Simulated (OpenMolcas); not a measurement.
**Cl3+: the spin-orbit constant, Slater's ratio, worked from levels**

```
Program             : OpenMolcas 26.06
Basis               : ANO-RCC-VDZP [4s3p1d]
Scalar Hamiltonian  : DKH2, point nucleus
Active space        : 4 electrons in 4 orbitals (3s 3p)
State averaging     : 2S+1 = 3 even, 6 roots; 2S+1 = 1 even, 12 roots; 2S+1 = 5 odd, 1 root; 2S+1 = 3 odd, 9 roots; 2S+1 = 1 odd, 8 roots
Spin-orbit coupling : state interaction with AMFI integrals over the reference wave functions, term energies averaged over their components
```

Methods: CASSCF; MS-CASPT2, IPEA 0.25 Eh, imaginary shift 0.1 Eh (closed shells correlated: 2s 2p). Measured levels: Moore, Atomic Energy Levels, vol. I, NSRDS-NBS 35 (1971 reprint of NBS Circular 467, 1949).

**The spin-orbit constant.** For the Hund term ³P of p2, E(J) = (A/2) J(J+1) + constant and ζ = 2S·A = 2A. From J = 0 to J = 2 the energy changes by 3 A.

```
   Source  E(2) - E(0)      A    ζ
   CASSCF       1139.7  379.9  760
MS-CASPT2       1138.3  379.4  759
 measured       1341.0  447.0  894
```

All in cm-1. MS-CASPT2 is off by -15.1 % and CASSCF by -15.0 %. Both methods take the spin-orbit matrix elements from the reference wave functions, so the second can move ζ only through the term energies and any multistate remixing. Second-order mixing with other terms is absorbed into this ζ.

**Slater's ratio.** With one set of orbitals, p2 has ¹D - ³P = 6 F2 and ¹S - ¹D = 9 F2 (F2 = F²/25), a ratio of 3/2. Term energies are centres of gravity, weighted by 2J + 1.

```json
{"Source": "CASSCF", "¹D - ³P": "15748", "¹S - ³P": "29617", "F2 from the first": "2625", "Ratio": "0.881"}
{"Source": "MS-CASPT2", "¹D - ³P": "14031", "¹S - ³P": "31504", "F2 from the first": "2338", "Ratio": "1.245"}
{"Source": "measured", "¹D - ³P": "12857", "¹S - ³P": "31641", "F2 from the first": "2143", "Ratio": "1.461"}
```

Energies in cm-1. A ratio away from 3/2 shows effects beyond one configuration with one set of orbitals, and in heavier atoms second-order spin-orbit shifts. In CASSCF the valence s occupation is 1.91 in ¹S against 1.98 in ¹D: mixing out of s² acts most on ¹S and pulls it down.

CASPT2 does not keep the components of a term degenerate, so their means are used; among the terms shown or strongly mixed into the levels shown the widest spread is 35 cm-1 (3s² 3p² ¹D, MS-CASPT2). Over all roots computed the reference weight is 0.86 to 0.99 in MS-CASPT2; the roots of lowest weight are the least certain, and an intruder state may touch them. The basis is small and was not contracted for so high a charge. Computed and measured levels are paired by configuration, term and J; levels that our copy of the source lacks, or whose pairing is in doubt (as where it misses far off the trend of its configuration), stay unpaired and out of the deviations. Only configurations of the active space appear.
